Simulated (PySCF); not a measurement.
MOOH across the fifth-period p block

Level: PBE0, basis family def2-TZVP, scalar-relativistic core potentials from Rb on and no relativity for lighter atoms.

Each entry is the lowest minimum that a search over a few typed start shapes (and spin states, where more than one is plausible) found, or that minimum re-optimised at the stated level; isomers with ligand–ligand bonds, or fragments after loss of a ligand pair, can lie lower. Open shells are unrestricted; no spin–orbit coupling; PySCF with density fitting.

```tsv
molecule	2S+1	point group	mean bond to the central atom (Å)	lowest ω (cm⁻¹)	distinct angles (°)	gap (eV)	highest ω (cm⁻¹)
InO(OH)	1	Cs	1.882	153	113/176	5.10	3875
SnO(OH)	2	Cs	1.985	142	115/95	–	3865
IO(OH)	?	?	?	?	?	?	?
```

Task: Fill in the row of IO(OH).

Result: 2S+1: 1; point group: C1; mean bond to the central atom (Å): 1.881; lowest ω (cm⁻¹): 224; distinct angles (°): 108/105; gap (eV): 4.28; highest ω (cm⁻¹): 3820.

Left out of the table are members whose search was unfinished or whose lowest solution was spin-contaminated, unstable, very soft or bonded differently.
